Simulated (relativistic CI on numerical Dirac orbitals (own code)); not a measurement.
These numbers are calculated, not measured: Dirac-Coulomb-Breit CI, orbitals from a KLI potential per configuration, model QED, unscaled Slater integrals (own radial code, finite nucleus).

The strongest absorption lines from the ground level of an ion, among the configurations computed and to levels below about 17200 eV (vacuum wavelength in Å, gf): 0.7785 (0.86), 0.8672 (0.97), 0.8676 (1.6), 0.8678 (2), 0.8955 (0.71), 1.0284 (4.2), 1.0299 (1.3), 4.1476 (0.44).

Problem. Which ion is it?
A. Ac81+
B. Lu63+
C. Bi75+
D. Bi73+

Solution. C. Bi75+ has 8 electrons and the ground level 2s²2p⁴ ³P2; the strongest line goes to 2s²2p³3d ³D°3. The pattern of lines fixes the number of electrons, and along that sequence the line energies rise steadily with the charge (about as its square where n changes within one kind of shell, about linearly where n is kept but much faster in heavy ions where fine structure, which grows about as Z⁴, sets the gap, and irregularly where shells cross), which fixes Z. Configurations outside the model, such as inner-shell arrays, can give stronger lines. At this charge energies of transitions that change n are usually good to better than 1 %, and those within a shell (Δn = 0) to a few per cent.

LS names give the leading component of a level, which can be under half, so a name can repeat, a term be missing and a line seem to break the LS rules.
